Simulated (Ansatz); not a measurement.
The C2–H3 bond of CH6BeGe (SMILES [CH3][Be][GeH3]) is stretched (multiplicity 1, the rest rigid).
Geometry at rest (charge 0, multiplicity 1):
```xyz
9

Be    -0.184     1.049    -0.755
C     -0.419     2.393    -1.721
H     -1.227     3.031    -1.346
H     -0.683     2.118    -2.748
H      0.478     3.018    -1.780
Ge     0.126    -0.721     0.519
H      0.981    -1.818    -0.158
H      0.848    -0.399     1.848
H     -1.192    -1.420     0.925
```

Frozen-core correlation. Filled d and f shells under p-block atoms count as core.

Run with Ansatz (a first-principles code). Each number belongs to the level named beside it.

FIC-MRCISD+Q on CASSCF(2,2)/cc-pVDZ, total energies (hartree):

| R (Å) | CASSCF | MRCISD | weight c² of the reference |
|---|---|---|---|
| 1.095 | -2131.343100 | -2131.630726 | 0.88450 |
| 1.917 | -2131.246924 | -2131.525088 | 0.88399 |
| 3.506 | -2131.190104 | -2131.463449 | 0.88458 |

Task: Add the Davidson correction (E_MRCISD − E_CASSCF)(1 − c²)/c² and give the energies above the first point at the three levels.

Result: 
Corrections (hartree): -0.037558, -0.036503, -0.035664. Above the first point (kcal/mol):
- R = 1.917 Å: CASSCF 60.4, MRCISD 66.3, with the correction 67.0
- R = 3.506 Å: CASSCF 96.0, MRCISD 105.0, with the correction 106.2
